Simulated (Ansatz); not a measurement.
Cost and result for the atomization energy of H3SSb (`[SH][SbH2]`) (5 atoms, 4 bonds).

The species carries charge 0 and has multiplicity 1. Correlated methods include outer-core shells of Sb, which these sets cover unevenly. Sb: def2 effective core potential. All single points use the PBE0-D4/def2-TZVP geometry. Program: Ansatz. All runs use 2 threads of an Arm Neoverse V1 on a shared host. Times are those of one run each, without the atoms' runs, and a repeat can differ threefold. Electronic energies, without spin–orbit coupling; frozen cores. CCSD(T)/CBS adds CCSD(T) − MP2 in def2-TZVPP to the MP2 limit, and its time is that of the two runs behind it. T1 = 0.013. With those shells the extrapolation isn't a true limit. HSE06 is the plane-wave form, built on full-range PBE exchange.

CCSD(T)/CBS is a level of theory with its own doubt, some kJ/mol a heavy atom from the limit and from the frozen cores, so smaller differences don't rank the functionals.

| level | functions | wall time | atomization (kJ/mol) | difference from CCSD(T)/CBS | per bond |
| --- | --- | --- | --- | --- | --- |
| CCSD(T)/def2-SVP | 59 | 0.85 s | 1014.9 | -151.2 | -37.8 |
| revPBE-D4/def2-TZVPP | 134 | 1.2 s | 1144.4 | -21.7 | -5.4 |
| BLYP-D4/def2-TZVPP | 134 | 1.2 s | 1174.1 | 8.0 | 2.0 |
| PBE0-D4/def2-TZVPP | 134 | 1.4 s | 1143.3 | -22.8 | -5.7 |
| PBE-D4/def2-TZVPP (with forces) | 134 | 1.4 s | 1171.0 | 4.9 | 1.2 |
| HSE06-D4/def2-TZVPP | 134 | 1.8 s | 1142.5 | -23.6 | -5.9 |
| CAM-B3LYP-D4/def2-TZVPP | 134 | 1.8 s | 1160.4 | -5.7 | -1.4 |
| B2PLYP/def2-TZVPP | 134 | 2.8 s | 1134.7 | -31.4 | -7.9 |
| r2SCANh-D4/def2-TZVPP | 134 | 3 s | 1143.8 | -22.3 | -5.6 |
| ωB97X-V/def2-TZVPP | 134 | 4.4 s | 1182.8 | 16.7 | 4.2 |
| MP2/def2-QZVPP | 242 | 5.5 s | 1112.6 | -53.5 | -13.4 |
| CCSD(T)/def2-TZVPP | 134 | 14 s | 1115.6 | -50.5 | -12.6 |
| CCSD(T)/CBS(def2) | – | 20 s | 1166.1 | 0.0 | 0.0 |

At CCSD(T), def2-SVP lies −151.1 kJ/mol from the extrapolated value and def2-TZVPP −50.5 kJ/mol: correlation converges slowly with the basis, and small sets miss more of it in the bonded molecule than in its fragments. From BLYP to BHLYP (50 % exact exchange), in def2-TZVPP and without D4, the atomization energy moves by −37.9 kJ/mol: exact exchange takes away binding that semilocal exchange gives to molecules. The D4 term adds +16.3 kJ/mol with B3LYP and +8.2 kJ/mol with PBE0; it sums over pairs of atoms, weighted by their polarisabilities, and B3LYP, whose exchange is more repulsive, gets the larger term.

B3LYP here is the variant with VWN-RPA as its local correlation; programs differ in this.
